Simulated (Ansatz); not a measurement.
`CO[Si]OC` → `CO[SiH]` + `C=O` at 400 K and 1 bar (β-hydride elimination).

Calculated with Ansatz (gas phase, PBE0-D4/def2-TZVP geometries, no zero-point term in ΔE). CCSD(T)/CBS is the MP2 limit (def2-TZVPP, def2-QZVPP) plus CCSD(T) − MP2 in def2-TZVPP, frozen cores. This one scheme is used for every species. One conformer a species, not always the lowest.

```tsv
species	CCSD(T)/CBS energy (Eh)	H − E (kJ/mol)	S (J/(mol·K))
`CO[Si]OC`	-519.17085	255.8	384.9
`CO[SiH]`	-404.67988	150.5	299.8
`C=O`	-114.39408	83.9	229.4
```

H − E and S are ideal-gas, rigid-rotor, harmonic terms from PBE0-D4/def2-TZVP, for one conformer and one mirror image of each species. 1 Eh = 2625.50 kJ/mol, R = 8.31446 J/(mol·K).

Problem. By hand: ΔE, ΔH, ΔS and ΔG.

Solution. ΔE = (-404.67988) + (-114.39408) − (-519.17085) = 0.09689 Eh = 254.4 kJ/mol. Δ(H − E) = 150.5 + 83.9 − 255.8 = -21.4, so ΔH = 233.0 kJ/mol. ΔS = 299.8 + 229.4 − 384.9 = 144.3 J/(mol·K). ΔG = 233.0 − 400 × (144.3)/1000 = 175.3 kJ/mol.

Problem. By hand: the equilibrium constant, and the temperature at which ΔG would vanish if ΔH and ΔS stayed fixed.

Solution. log₁₀ K = −ΔG/(RT ln 10) = -22.9. ΔG = 0 at ΔH/ΔS = 1615 K.

The number of gas molecules changes by +1, which sets the sign of ΔS. A doubt of 5 kJ/mol in ΔE shifts log₁₀ K by 0.7 here. Other conformers and mirror images would add mixing entropy, several J/(mol·K) or more a flexible species. These are equilibria of isolated gas molecules and say nothing of rates. Largest T1 diagnostic: 0.015 (customary marks: 0.02 for closed shells, 0.045 for open ones).
